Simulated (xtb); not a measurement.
H₅O₄Si, SMILES O[Si](O)(O)[OH2+], charge +1. All values are semi-empirical tight-binding results from xtb (GFN2-xTB unless named), good for trends rather than for accurate numbers. Geometry: GFN2-xTB. The isomer is the one that the SMILES or the coordinates give; other isomers of the formula were not compared. The values are those of a single conformer.

Optimised geometry:

```xyz
10

O      0.4145    -0.3416     1.5754
Si     0.2087    -0.0631     0.0292
O      0.0805    -1.2433    -1.0290
O      0.8735     1.2950    -0.4488
O     -1.5708     0.3708    -0.1191
H      0.1877    -1.1224     2.0781
H      0.7794    -1.7365    -1.4526
H      1.5739     1.7825    -0.0190
H     -1.8298     1.2847     0.0668
H     -2.0136     0.0282    -0.9104
```
Charge +1, spin multiplicity 1.

The orbital gap comes out as 9.11 eV, the zero-point energy is 40.3 kcal/mol and the G − E(el) at 298.15 K (modified RRHO) is 20.3 kcal/mol. The static polarisability (D4 model) comes out as 57.2 bohr³, the solvation energy, GFN2-xTB/ALPB(water) is -74.5 kcal/mol and the solvation energy, GFN2-xTB/ALPB(octanol) is -59.9 kcal/mol.

Computed atomic charges and the Wiberg bond orders between heavy atoms:
charges (e) O1 -0.39, Si2 0.68, O3 -0.40, O4 -0.39, O5 -0.37, H6 0.37, H7 0.37, H8 0.37, H9 0.38, H10 0.38. Bond orders O1–Si2 1.31, Si2–O3 1.28, Si2–O4 1.31, Si2–O5 0.56.
